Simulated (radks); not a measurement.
Q: These are the eigenvalues of the occupied orbitals of an atom or ion with whole-number occupations (eV). All-electron calculation, non-relativistic Kohn-Sham, LDA (Slater exchange, Perdew-Wang correlation), spin-unpolarised, spherical densities, point nucleus. Program: a radial shooting solver on a logarithmic mesh with Libxc functionals.

1s: -1930.239
2s: -417.9262

Which element is it, and in what charge state? The configuration may be excited.

A: Z = 13, aluminium, charge +10: Al10+ in [He] 2s1. The 1s level, -70.935 hartree, gives Z - s = 11.9 by -(Z - s)^2/2, which with screening narrows Z to a few neighbours, and the depths must fix Z and the occupations together.
